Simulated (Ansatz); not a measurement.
A run for Ansatz (an electronic-structure program): R-PBE0/def2-TZVPP on CH5BOSe (SMILES COB[SeH]), a point of a torsion scan.

Ansatz 0.2 input:
```yaml
crystal:
  periodic: [false, false, false]
  atoms:
    - {symbol: C, position_ang: [-1.09200082, -0.75471618, 0.00358934]}
    - {symbol: O, position_ang: [-0.47662207, 0.37814407, -0.54613037]}
    - {symbol: B, position_ang: [0.42267109, 1.21505483, -0.07096002]}
    - {symbol: Se, position_ang: [2.20371217, 0.67091642, 0.52655629]}
    - {symbol: H, position_ang: [-0.41887674, -1.29790298, 0.67896606]}
    - {symbol: H, position_ang: [-1.39254910, -1.41460397, -0.81210262]}
    - {symbol: H, position_ang: [-1.97896130, -0.43847873, 0.55816632]}
    - {symbol: H, position_ang: [0.31447896, 2.35932449, -0.30702421]}
    - {symbol: H, position_ang: [2.00367032, -0.75866959, 0.52707255]}
basis:
  gaussian:
    orbitals: def2-TZVPP
hamiltonian:
  xc: {name: PBE0}
scf: {lower_state_search: off}
```

The log:

```
WARN ansatz: RAYON_NUM_THREADS=1 ignored (pool sized by the plan → 1); use --threads N
Functional definition: PBE0
these checks for a lower state are left out or cut short: stability, starts, cluster_reference, orbital_swaps, neighbouring_geometries, increment
integrals: 0.12 GiB planned
1207 factors; their error is unknown
mean field: 1.14 GiB planned
mean field evaluation 1: about -69176.4476 eV, gradient 5.0e1 eV
mean field evaluation 2: about -69169.1603 eV, gradient 7.9e1 eV
mean field evaluation 4: about -69181.4356 eV, gradient 3.6e0 eV
mean field evaluation 8: about -69181.8812 eV, gradient 5.3e-1 eV
mean field evaluation 16: about -69181.8815 eV, gradient 2.2e-5 eV
mean field -69181.88149157 eV, -2542.3872516518 hartree, gradient 6.8e-6 eV, S^2 0.000000; 0 other end points of the search recorded, 0 dependent functions left out
reference -69181.88152148 eV, -2542.3872527510 hartree; 29, 29 occupied and 182, 182 virtual orbitals, 1207 factors
Total energy: -69181.88152148 eV, -2542.3872527510 hartree
Checks for a lower state left out: stability, starts, cluster_reference, orbital_swaps, neighbouring_geometries, increment
```

The calculation finished and met its thresholds.

Cost: around 6 core-seconds (rough).
